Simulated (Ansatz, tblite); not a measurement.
Spin states of the cluster KI₂⁻ (the lowest singlet isomer of a short search), each relaxed with PBE0-D4/def2-TZVPD in Ansatz. Electronic energies in the gas phase.

In the def2 sets I takes a core potential; there is no spin–orbit coupling. The xTB rows come from tblite. LC-ωPBE has ω = 0.4 bohr⁻¹. Correlated methods freeze 13 core orbitals; core or outer-core shells of K, I are correlated, in sets that lack core-valence functions. In the triplet, I2 and I3 lie 3.23 Å apart (atoms count from 1), so these atoms are partly bonded to each other. The structure comes from a short search, and lower isomers may exist.

Singlet geometry (D∞h within 0.1 Å):

```xyz
3

K     0.0064    0.0011    0.0022
I    -1.8331    1.8037    2.0033
I     1.8267   -1.8048   -2.0055
```

Triplet geometry (C2v within 0.1 Å):

```tsv
atom	x (Å)	y (Å)	z (Å)
K1	0.4272	1.5426	1.3085
I2	-0.8595	-1.6192	0.5563
I3	0.4323	0.0766	-1.8648
```

Quintet geometry (D∞h within 0.1 Å):

```xyz
3

K     0.005    0.004   -0.006
I     1.897   -3.991   -0.972
I    -1.901    3.987    0.978
```

⟨S²⟩: triplet 2.00 at PBE0-D4/def2-TZVPD (pure 2.00), quintet 6.01 at PBE0-D4/def2-TZVPD (pure 6.00).

Run but left out: GFN2-xTB (tight binding far off the other levels).

Only these spin states were relaxed. The triplet has other bonds than the singlet, so the gap mixes isomer and spin. The quintet has other bonds than the singlet, so the gap mixes isomer and spin.

| level | triplet − singlet (kcal/mol) | quintet − singlet (kcal/mol) | lowest of these | remarks |
| --- | --- | --- | --- | --- |
| GFN1-xTB | 81.8 | 255.4 | singlet | – |
| HF/def2-TZVPD | 67.5 | 159.1 | singlet | HOMO above zero (quintet) |
| PBE0-D4/def2-TZVPD | 67.0 | 192.1 | singlet | HOMO above zero (quintet), HOMO above zero (triplet) |
| r2SCAN0-D4/def2-TZVPD | 70.5 | 197.2 | singlet | HOMO above zero (quintet), HOMO above zero (triplet) |
| CAM-B3LYP-D4/def2-TZVPD | 72.2 | 196.5 | singlet | HOMO above zero (quintet) |
| LC-ωPBE/def2-TZVPD | 74.2 | 194.6 | singlet | – |
| ωB97X-V/def2-TZVPD | 74.3 | 202.1 | singlet | – |
| RPA@PBE/def2-TZVPD | 65.7 | 179.8 | singlet | – |

The xTB methods have no term that favours high spin, so they put low spin too low.
